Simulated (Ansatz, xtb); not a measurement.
**C6H9NO: which of two isomers lies lower**

Structure I: `C=NC[C@@H]1CC=C1O`, a singlet. Structure II: `C=NCC1=C(O)CC1`, a singlet. Both are isolated molecules in the gas phase, relaxed with B3LYP-D3(BJ)/def2-SVP, each in the lowest conformer that the search found.

Quicker runs give these differences E(II) − E(I): GFN2-xTB −10.16 kJ/mol; HF/STO-3G −16.10 kJ/mol (at GFN2-xTB geometries); r2SCAN-D4/def2-SVP −6.46 kJ/mol (at GFN2-xTB geometries).

Q: Estimate E(II) − E(I) at the level CCSD(T)/def2-SVP + ΔMP2/def2-TZVPP.

A: Calculated at CCSD(T)/def2-SVP + ΔMP2/def2-TZVPP: E(II) − E(I) = −4.84 kJ/mol, so structure II lies lower.

The same difference at several levels:

```json
{"level": "GFN2-xTB", "geometry": "GFN2-xTB", "E(II) − E(I) (kJ/mol)": "−10.16", "departure from the last row (kJ/mol)": "−5.32", "job, with rough time for the two": "optimisation, 1.1 s"}
{"level": "HF/STO-3G", "geometry": "GFN2-xTB", "E(II) − E(I) (kJ/mol)": "−16.10", "departure from the last row (kJ/mol)": "−11.25", "job, with rough time for the two": "single point, 3.2 s"}
{"level": "r2SCAN-D4/def2-SVP", "geometry": "GFN2-xTB", "E(II) − E(I) (kJ/mol)": "−6.46", "departure from the last row (kJ/mol)": "−1.61", "job, with rough time for the two": "single point, 15 s"}
{"level": "B3LYP-D3(BJ)/def2-SVP", "geometry": "B3LYP-D3(BJ)/def2-SVP", "E(II) − E(I) (kJ/mol)": "−6.71", "departure from the last row (kJ/mol)": "−1.87", "job, with rough time for the two": "optimisation, 5.6 min"}
{"level": "HF/def2-SVP", "geometry": "B3LYP-D3(BJ)/def2-SVP", "E(II) − E(I) (kJ/mol)": "−10.64", "departure from the last row (kJ/mol)": "−5.80", "job, with rough time for the two": "part of the CCSD(T) run"}
{"level": "MP2/def2-SVP", "geometry": "B3LYP-D3(BJ)/def2-SVP", "E(II) − E(I) (kJ/mol)": "−5.11", "departure from the last row (kJ/mol)": "−0.27", "job, with rough time for the two": "part of the CCSD(T) run"}
{"level": "CCSD(T)/def2-SVP", "geometry": "B3LYP-D3(BJ)/def2-SVP", "E(II) − E(I) (kJ/mol)": "−5.08", "departure from the last row (kJ/mol)": "−0.23", "job, with rough time for the two": "single point"}
{"level": "CCSD(T)/def2-SVP + ΔMP2/def2-TZVPP", "geometry": "B3LYP-D3(BJ)/def2-SVP", "E(II) − E(I) (kJ/mol)": "−4.84", "departure from the last row (kJ/mol)": "", "job, with rough time for the two": "single point, 7.3 min"}
```

As drawn, both hold the same kinds of bond in the same numbers.

The levels shown agree on the order. The largest departure from CCSD(T)/def2-SVP + ΔMP2/def2-TZVPP is that of HF/STO-3G, 11.25 kJ/mol. The last row adds to CCSD(T) the change of the MP2 difference between the two basis sets, here +0.23 kJ/mol.

With thermal terms from frequencies at re-optimised GFN2-xTB minima (ideal gas, soft modes damped towards free rotors, one conformer each, 298.15 K, 1 atm): the zero-point term adds −0.31 kJ/mol; ΔH is −4.63 and ΔG −6.02 kJ/mol.

The correlated steps freeze 8 core orbitals. Mirror images aren't counted in ΔG. Run with Ansatz 0.2.0, xtb 6.7.1; the last row on 2 threads of Intel(R) Xeon(R) Processor @ 2.50GHz (Skylake/Cascade Lake) on a shared host.
